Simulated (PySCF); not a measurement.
# Atomic charges against the basis set

Compound: C2H8AlClO.
SMILES with atom numbers: `[CH3:1][O+:2]([CH3:3])[AlH2-:4][Cl:5]` (hydrogens: H6, H7, H8 on C1; H9, H10, H11 on C3; H12, H13 on Al4)

PBE0 throughout (PySCF), one geometry, spherical d and f functions. Isolated species at its PBE0-D3(BJ)/def2-SVP geometry (one conformer only). Atoms taken as equivalent share a column and are averaged.

Mulliken charges (e):

```csv
basis,functions,C1/C3,O2,Al4,Cl5,H6 (×6),H12/H13
pcSseg-0,69,-0.346,-0.769,+0.955,-0.526,+0.265,-0.280
6-31G*,94,-0.291,-0.506,+0.449,-0.394,+0.216,-0.132
cc-pVDZ,118,+0.066,-0.377,+0.396,-0.345,+0.082,-0.148
def2-SVP,118,+0.107,-0.485,+0.611,-0.376,+0.079,-0.219
aug-cc-pVDZ,195,+0.882,-0.395,-0.043,-0.501,-0.170,+0.099
"6-311+G(2d,p)",199,-0.306,-0.321,+0.611,-0.435,+0.180,-0.163
def2-TZVP,215,-0.243,-0.138,+0.340,-0.364,+0.156,-0.145
cc-pVTZ,270,-0.126,-0.162,+0.324,-0.329,+0.120,-0.152
IGLO-III,273,-0.244,-0.273,+1.002,-0.477,+0.149,-0.330
pcSseg-2,306,+0.132,-0.459,+0.849,-0.452,+0.061,-0.285
```

IAO charges (e):

```csv
basis,functions,C1/C3,O2,Al4,Cl5,H6 (×6),H12/H13
pcSseg-0,69,-0.221,-0.318,+0.587,-0.417,+0.167,-0.208
6-31G*,94,-0.210,-0.324,+0.647,-0.435,+0.163,-0.223
cc-pVDZ,118,-0.208,-0.320,+0.644,-0.431,+0.162,-0.223
def2-SVP,118,-0.199,-0.318,+0.659,-0.424,+0.158,-0.235
aug-cc-pVDZ,195,-0.217,-0.322,+0.654,-0.438,+0.165,-0.225
"6-311+G(2d,p)",199,-0.219,-0.327,+0.671,-0.440,+0.166,-0.232
def2-TZVP,215,-0.217,-0.328,+0.679,-0.441,+0.165,-0.234
cc-pVTZ,270,-0.218,-0.327,+0.671,-0.441,+0.166,-0.231
IGLO-III,273,-0.219,-0.328,+0.674,-0.437,+0.166,-0.234
pcSseg-2,306,-0.217,-0.328,+0.678,-0.441,+0.166,-0.234
```

Some averages cover members that differ in this geometry, most widely: H6 (×6), Mulliken in aug-cc-pVDZ -0.293 to -0.032; H6 (×6), Mulliken in 6-31G* +0.195 to +0.235; H6 (×6), Mulliken in 6-311+G(2d,p) +0.156 to +0.194; H6 (×6), Mulliken in def2-SVP +0.061 to +0.098 e.

Question: Which scheme is steadiest as the basis changes?

Answer: Largest range over the bases for any column: IAO 0.09 e, Mulliken 1.23 e. IAO charges move least and Mulliken charges most, counted in e.

Question: How much do the charges still move between the two largest bases, IGLO-III and pcSseg-2?

Answer: At most, over all atoms: Mulliken 0.378 e, IAO 0.004 e.

Question: What do the same runs give for the total energy, the frontier levels and the dipole moment?

Answer: 
```json
{"basis": "pcSseg-0", "energy (Eh)": "-857.3423", "HOMO (eV)": "-7.66", "LUMO (eV)": "0.48", "μ (D)": "6.01"}
{"basis": "6-31G*", "energy (Eh)": "-858.4532", "HOMO (eV)": "-7.56", "LUMO (eV)": "0.51", "μ (D)": "5.51"}
{"basis": "cc-pVDZ", "energy (Eh)": "-858.4991", "HOMO (eV)": "-7.53", "LUMO (eV)": "0.52", "μ (D)": "5.31"}
{"basis": "def2-SVP", "energy (Eh)": "-858.1590", "HOMO (eV)": "-7.49", "LUMO (eV)": "0.61", "μ (D)": "5.35"}
{"basis": "aug-cc-pVDZ", "energy (Eh)": "-858.5135", "HOMO (eV)": "-7.64", "LUMO (eV)": "-0.37", "μ (D)": "5.19"}
{"basis": "6-311+G(2d,p)", "energy (Eh)": "-858.5583", "HOMO (eV)": "-7.66", "LUMO (eV)": "-0.11", "μ (D)": "5.27"}
{"basis": "def2-TZVP", "energy (Eh)": "-858.5751", "HOMO (eV)": "-7.62", "LUMO (eV)": "0.28", "μ (D)": "5.23"}
{"basis": "cc-pVTZ", "energy (Eh)": "-858.5796", "HOMO (eV)": "-7.62", "LUMO (eV)": "0.31", "μ (D)": "5.23"}
{"basis": "IGLO-III", "energy (Eh)": "-858.5738", "HOMO (eV)": "-7.58", "LUMO (eV)": "0.25", "μ (D)": "5.08"}
{"basis": "pcSseg-2", "energy (Eh)": "-858.5906", "HOMO (eV)": "-7.66", "LUMO (eV)": "0.09", "μ (D)": "5.29"}
```

The dipole is fixed by the density alone, so its range of 0.93 D shows that the density itself changes with the basis, not only its division among atoms.
